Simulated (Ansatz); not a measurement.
Born–Oppenheimer molecular dynamics of Cl3H3O3W (10 atoms, charge 0, multiplicity 1). It goes on from the last frame of an earlier run, with new velocities.

The calculation used RHF/def2-SVP in Ansatz 0.2.0.

```json
{"ensemble": "NVT, Langevin thermostat", "time step": "2.5 fs", "steps asked": "40", "set temperature": "400 K", "friction": "0.001 /fs", "seed": "700779"}
```

First frame:

```xyz
10
Properties=species:S:1:pos:R:3
W 0.241 -0.207 -0.045
Cl 0.395 0.302 2.231
O 2.104 -0.042 0.095
H 2.846 -0.399 -0.448
Cl -0.015 2.339 0.024
Cl -2.117 0.001 0.158
O -0.080 -2.115 0.222
H -0.812 -2.647 0.427
O -0.056 0.138 -1.763
H -0.406 1.065 -2.063
```

Problem. How far do the bonds stretch over the last three quarters of this one trajectory? (Pairs bonded in most of those frames.)

Solution. 
```json
{"bond": "W1–Cl2", "mean (Å)": "2.384", "spread (Å)": "0.048", "shortest": "2.29", "longest": "2.44"}
{"bond": "W1–O3", "mean (Å)": "1.870", "spread (Å)": "0.052", "shortest": "1.76", "longest": "1.96"}
{"bond": "W1–Cl5", "mean (Å)": "2.326", "spread (Å)": "0.048", "shortest": "2.25", "longest": "2.43"}
{"bond": "W1–Cl6", "mean (Å)": "2.373", "spread (Å)": "0.053", "shortest": "2.28", "longest": "2.44"}
{"bond": "W1–O7", "mean (Å)": "1.878", "spread (Å)": "0.092", "shortest": "1.74", "longest": "2.02"}
{"bond": "W1–O9", "mean (Å)": "1.843", "spread (Å)": "0.049", "shortest": "1.77", "longest": "1.91"}
{"bond": "O3–H4", "mean (Å)": "0.964", "spread (Å)": "0.020", "shortest": "0.93", "longest": "1.00"}
{"bond": "O7–H8", "mean (Å)": "0.954", "spread (Å)": "0.030", "shortest": "0.91", "longest": "1.00"}
{"bond": "O9–H10", "mean (Å)": "0.959", "spread (Å)": "0.038", "shortest": "0.91", "longest": "1.02"}
```

Mean temperature of the second half: 699 K. The mean temperature of the second half is 75 % above the set value. A step of 2.5 fs is long for free X–H stretches (periods near 10 fs) and can bias their spread and the temperature. A run of 0.1 ps of so small a system gives no equilibrium averages.

The run took 2.9 min on 2 threads of Arm Neoverse V1, with other jobs on the host, peak memory 0.44 GiB.
